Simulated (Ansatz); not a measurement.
```yaml
crystal:
  periodic: [false, false, false]
  atoms:
    - {symbol: O, position_ang: [-1.050692, 1.092064, 0.726907]}
    - {symbol: Ti, position_ang: [0.157042, 0.169850, -0.215297]}
    - {symbol: O, position_ang: [1.652967, 0.019133, 0.761250]}
    - {symbol: O, position_ang: [-0.462689, -1.459931, -0.611926]}
    - {symbol: F, position_ang: [0.491831, 1.019329, -1.729645]}
    - {symbol: H, position_ang: [-1.681859, 1.776027, 0.500603]}
    - {symbol: H, position_ang: [2.239036, -0.728357, 0.887705]}
    - {symbol: H, position_ang: [-1.253436, -1.945115, -0.375297]}
basis:
  gaussian: {orbitals: def2-TZVP}
hamiltonian: {xc: {name: revPBE0}}
```

```sh
$ ansatz run in.yaml --threads 4 --pin off --events-out ev --progress --plain --max-ram 10444MiB
```

It prints (some lines left out):

```
Functional definition: revPBE0
1207 factors; their error is unknown
mean field evaluation 1: about -32007.9759 eV, gradient 1.0e2 eV
mean field evaluation 2: about -31739.0983 eV, gradient 4.7e2 eV
mean field evaluation 4: about -32023.9853 eV, gradient 2.1e1 eV
mean field evaluation 8: about -32024.7879 eV, gradient 2.3e-1 eV
mean field evaluation 16: about -32024.9337 eV, gradient 1.2e-4 eV
mean field -32024.93366868 eV, -1176.8946050441 hartree, gradient 3.9e-5 eV, S^2 0.000000; 0 other end points of the search recorded, 0 dependent functions left out
reference -32024.93371626 eV, -1176.8946067929 hartree; 29, 29 occupied and 158, 158 virtual orbitals, 1207 factors
Total energy: -32024.93371626 eV, -1176.8946067929 hartree
```

Hardware: 4 threads of an Arm Neoverse V1 on a shared host. Wall time 2.4 s, peak host memory 0.34 GiB.
